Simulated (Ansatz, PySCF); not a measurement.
Dissociation curve of NH (cation, charge +1), lowest doublet found (which spin is the ground state isn't settled by this scan).

Levels of theory: UHF/LANL2DZ = PySCF 2.14.0 with unrestricted Hartree-Fock/LANL2DZ; UKS-B3LYP/6-31G* = unrestricted B3LYP/6-31G*, spherical d in PySCF; ROMP2 = Ansatz (a program for electronic structure) with MP2 on ROHF/aug-cc-pVTZ, frozen core.

Energies are in kJ/mol, each relative to the lowest point of its own curve between 0.85 and 1.28 Å, where full CI is lowest.

```
R / Å  UHF/LANL2DZ  UKS-B3LYP/6-31G*  ROMP2
-----  -----------  ----------------  -----
0.74         390.5             401.3  370.4
0.79         241.8             253.9  231.7
0.85         124.2             135.9  121.2
0.89          73.1              83.5   72.7
0.93          38.3              46.8   39.2
0.97          16.4              22.5   17.6
1.00           6.6              10.8    7.6
1.02             ?               5.5    3.4
1.06           0.0               0.0    0.0
1.10             ?               0.0    2.0
1.15             ?               5.7   10.2
1.20          25.8              16.1   23.1
1.28          53.1              38.7   50.3
1.37          87.2                 ?   86.2
1.49         130.5             110.0  137.1
1.62         166.2             151.6  191.3
1.82         197.5             203.2      ?
2.03         221.5             237.7      ?
2.26         243.3             258.8  393.9
2.55         263.0             277.0  452.0
2.94         277.6             291.4      —
3.46         284.9             297.4      —
```

Q: Fill in the missing entries.

A: 
- 1.02, UHF/LANL2DZ: 2.7
- 1.10, UHF/LANL2DZ: 2.8
- 1.15, UHF/LANL2DZ: 12.1
- 1.37, UKS-B3LYP/6-31G*: 68.7
- 1.82, ROMP2: 267.0
- 2.03, ROMP2: 334.2

Dashes: no converged value, or the column stops at the first point that the program doubted or that broke a chosen test of continuity, which isn't proof of a fault.

The unrestricted determinant behind UHF/LANL2DZ, UKS-B3LYP/6-31G* is spin-contaminated at 0.74 to 3.46 Å (<S²> up to 1.8, against 0.75 for a pure doublet). The T1 diagnostic of CCSD on the restricted reference of ROMP2 exceeds 0.045 at 2.03 to 3.46 Å.
